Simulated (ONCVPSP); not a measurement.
Ta, ONCV: configuration errors across variants

| Item | Value |
| --- | --- |
| Element | Ta (Z = 73) |
| Generator | ONCVPSP 4.0.1 |
| Type | optimised norm-conserving Vanderbilt (ONCV) |
| Functional | LDA (Perdew-Zunger) |
| Relativity | scalar-relativistic |
| Frozen core | [Kr] 4d10 4f14 |
| Valence charge | 13 |
| Reference configuration | 5s2 5p6 5d3.5 6s1.5 |
| Partial waves | 5s+6s: rc 2.10 bohr, ncon 5, nbas 8, qcut 7.3 1/bohr, 2 projectors; 5p: rc 1.45 bohr, ncon 5, nbas 10, qcut 4.9 1/bohr, 1 projector; 5d: rc 2.30 bohr, ncon 3, nbas 7, qcut 7.7 1/bohr, 2 projectors, debl 3.4 Ha; f scattering state at 0.1 Ha: rc 2.10 bohr, ncon 4, nbas 7, qcut 6.1 1/bohr, 2 projectors, debl 1.2 Ha |
| Local potential | polynomial inside 1.05 bohr (lpopt 5, dvloc0 4 Ha) |
| Core correction | polynomial model core, fcfact 0.25 |

All-electron excitation energies from the reference (eV): (1) 5s2 5p6 5d3 6s2 -0.984; (2) 5s2 5p6 5d3 6s1 7.717; (3) 5s2 5p6 5d3 6s0 23.026; (4) 5s2 5p5 5d3 6s2 44.205.

3 further variants failed, have other tests or another functional or relativity, and are left out.

A true bound ghost makes a file unfit for plane-wave use even where its test errors are small: the radial tests pick states by their node count and pass the ghost by.

Errors AE − PS in meV (a dash: test not solved or not reliable):

| change | (1) | (2) | (3) | (4) | bound ghosts | GHOST(+) flags above zero |
| --- | --- | --- | --- | --- | --- | --- |
| base | +0.5 | -2.1 | -12 | -140 | f | s |
| f: nproj 3 | +0.5 | -2.1 | -12 | -140 | f | s, f |
| s: qcut 5.4 | +0.1 | -2.1 | -14 | -136 | f | s |
| local potential polynomial inside 1.40 bohr (lpopt 5, dvloc0 3 Ha) | +0.5 | -2.2 | -12 | -152 | none | s |
| all radii but the core radius scaled by about 1.31 (s 2.74, p 1.90, d 3.00, f 2.74 bohr); local potential polynomial inside 1.38 bohr (lpopt 5, dvloc0 4 Ha) | +1.3 | -1.8 | -16 | -181 | none | none |
| local potential polynomial inside 1.05 bohr (lpopt 5, dvloc0 -0.5 Ha) | +0.5 | -2.1 | -12 | -130 | f | s, f |
| f: qcut 8.4 | +0.5 | -2.1 | -12 | -140 | f | s |

Give the same row for: core correction none.

+1.5, -0.9, -2.1, -115; bound ghosts: f; GHOST(+) flags above zero: s.
